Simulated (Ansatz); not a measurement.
## One elementary step

Start structure (CH$_{6}$SZn, closed shell), relaxed at PBE0-D4/def2-TZVP:

| atom | x (Å) | y (Å) | z (Å) |
| --- | --- | --- | --- |
| Zn1 | 0.8299 | 0.2616 | 0.0944 |
| S2 | 1.3722 | 1.9808 | -1.1293 |
| C3 | 0.3528 | -1.2458 | 1.2073 |
| H4 | -1.9159 | 1.3745 | -1.1387 |
| H5 | -2.5039 | 0.9219 | -1.0460 |
| H6 | 1.0931 | 1.3362 | -2.2761 |
| H7 | 1.0150 | -2.0928 | 1.0170 |
| H8 | 0.4314 | -0.9795 | 2.2636 |
| H9 | -0.6747 | -1.5569 | 1.0076 |

The step: CH₄SZn ([CH3][Zn][SH]) + H₂ → CH₄Zn ([CH3][ZnH]) + H₂S; bonds formed: Zn1–H5, S2–H4; bonds broken: Zn1–S2, H4–H5. Ansatz 0.2.0; basis: def2-TZVPP and def2-QZVPP; cores frozen in the correlated methods. The 3s and 3p shells of Cu and Zn are frozen; filled d shells are correlated. Extrapolation: Hartree–Fock as exp(−7.88 √X), correlation as X^−2.97. Energies below are by CCSD(T) at an estimated basis limit (MP2 extrapolated from triple and quadruple zeta, plus CCSD(T) − MP2 in triple zeta).

(1) What are the electronic barrier and the energy of the step, from the start structure to the end structure? (Judge from chemistry; the value comes from the calculation.)

No T1 diagnostic of these runs exceeds 0.014.

Results:

(1) By the calculation: Barrier 1.601 eV; step energy 0.771 eV (uphill); reverse barrier, their difference, 0.830 eV. Barrier and step energy count from the start structure, the reverse barrier from the end structure.

The saddle point: One imaginary mode of 1060i cm⁻¹.
| pair | start (Å) | saddle (Å) | end (Å) |
| --- | --- | --- | --- |
| Zn1–H5 | 3.58 | 1.72 | 1.55 |
| S2–H4 | 3.34 | 1.65 | 1.34 |
| Zn1–S2 | 2.18 | 2.51 | 2.91 |
| H4–H5 | 0.75 | 1.10 | 3.30 |

Zero-point energy (harmonic, PBE0-D4): ZPE is 1.514 eV at the start and 1.528 eV at the saddle, so the barrier goes from 1.601 to 1.615 eV.

Labels in which every atom is bracketed show which atoms are joined, not bond orders.

For scale, one of the runs: CCSD(T)/def2-TZVPP, 221 basis functions (an equivalent command: `ansatz run in.yaml --threads 4`). Hardware: 4 CPU threads, shared host. Wall time 22 s; peak host memory 3.4 GiB.
